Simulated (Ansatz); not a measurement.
**Worked example: a bond strength in CH3BCl2O (SMILES COB(Cl)Cl)**

CH3BCl2O: 8 atoms, total charge 0, spin state singlet. SMILES: `COB(Cl)Cl`. Geometry: optimised at r2SCAN/def2-SVP.

| atom | x (Å) | y (Å) | z (Å) |
| --- | --- | --- | --- |
| C | -0.1714 | -0.6469 | 0.9428 |
| O | 0.0051 | -0.5422 | -0.4615 |
| B | 0.2133 | 0.5775 | -1.1563 |
| Cl | 0.3880 | 0.4528 | -2.9039 |
| Cl | 0.3222 | 2.1742 | -0.3921 |
| H | 0.4481 | -1.4804 | 1.3025 |
| H | 0.1144 | 0.2814 | 1.4589 |
| H | -1.2274 | -0.8736 | 1.1537 |

Wanted: the dissociation energy of the H6–C1 bond into doublet H and doublet CH2BCl2O (shapes relaxed at r2SCAN/def2-SVP, no zero-point term). 1 Eh = 2625.50 kJ/mol = 27.2114 eV. Totals in Eh; open shells run unrestricted unless said.

| level | program | CH3BCl2O | doublet H | doublet CH2BCl2O |
| --- | --- | --- | --- | --- |
| HF/def2-SVP | Ansatz | -1057.901684 | -0.499278 | -1057.270668 |
| PBE/def2-SVP | Ansatz | -1059.570652 | -0.498629 | -1058.911748 |
| MP2/def2-SVP, 13 core orbitals frozen in the whole | Ansatz | -1058.573326 | -1057.910969 | -0.499278 |

**Question.** Work out the dissociation energy at each level.

**Answer.** 
1. HF/def2-SVP: (-0.499278) + (-1057.270668) − (-1057.901684) = 0.131738 Eh = 345.9 kJ/mol = 3.58 eV.
2. PBE/def2-SVP: (-0.498629) + (-1058.911748) − (-1059.570652) = 0.160275 Eh = 420.8 kJ/mol = 4.36 eV.
3. MP2/def2-SVP: (-1057.910969) + (-0.499278) − (-1058.573326) = 0.163079 Eh = 428.2 kJ/mol = 4.44 eV.

The levels span 346 to 428 kJ/mol; no measured value is set beside them. Hartree–Fock lacks the correlation of the bonding electrons, so it comes out low. A bond enthalpy at 298 K also holds the loss of zero-point energy and thermal terms.
